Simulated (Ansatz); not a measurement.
The cluster Cu2I, relaxed as a doublet with UKS r2SCAN-D4/def2-TZVP in Ansatz, starting from the GFN1-xTB geometry. Force threshold 0.02 eV/Å.

In the def2 sets I takes a core potential; there is no spin–orbit coupling. The structure comes from a short search, and lower isomers may exist.

Start:

```tsv
atom	x (Å)	y (Å)	z (Å)
Cu1	0.000	-1.333	0.326
Cu2	-1.103	0.630	0.512
I3	1.102	0.703	-0.838
```

(1) Estimate the energy that the relaxation releases and the steps that it takes.

(2) Does the start keep its bonding and symmetry?

(3) Predict the relaxed structure.

Results:

(1) 0.02 eV, in 3 steps; 12 s on 4 threads of Arm Neoverse V2 on a shared host. No frequencies were taken in this run, so the end may be a saddle point.

(2) By distances, no bond broke or formed. The bond that changes most is Cu1–I3, from 2.59 to 2.55 Å (atoms count from 1). Point group C2v at the start, C2v at the end, both within 0.05 Å.

(3) 
| atom | x (Å) | y (Å) | z (Å) |
| --- | --- | --- | --- |
| Cu1 | 0.027 | -1.345 | 0.313 |
| Cu2 | -1.102 | 0.660 | 0.505 |
| I3 | 1.075 | 0.685 | -0.817 |
Bond lengths (bridged metal pairs left out): 2 × Cu–I 2.55 Å.
